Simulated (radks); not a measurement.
These are the eigenvalues of the occupied orbitals of an atom or ion with whole-number occupations (hartree). All-electron calculation, scalar-relativistic Kohn-Sham, LDA (Slater exchange, Perdew-Wang correlation), spin-polarised, spherical densities, finite nucleus; Fermi nuclear charge, rms radius of each element as measured or else 0.836 A^(1/3) + 0.57 fm. Program: a radial shooting solver on a logarithmic mesh with Libxc functionals.

| orbital | eigenvalue |
|---|---|
| 1s up | -21.37795 |
| 1s down | -21.24470 |
| 2s up | -2.98622 |
| 2p up | -2.46631 |

Which element is it, and in what charge state? The configuration may be excited. Open shells, if any, are filled with parallel spins first.

Answer. Z = 8, oxygen, charge +3: O3+ in [He] 2s1 2p2. The list shows which subshells hold electrons but not how many an open one holds; the 1s level, -21.378 hartree, gives Z - s = 6.5 by -(Z - s)^2/2, which with screening and relativity narrows Z to a few neighbours, and the depths of the outer levels then fix element, charge and occupations together.
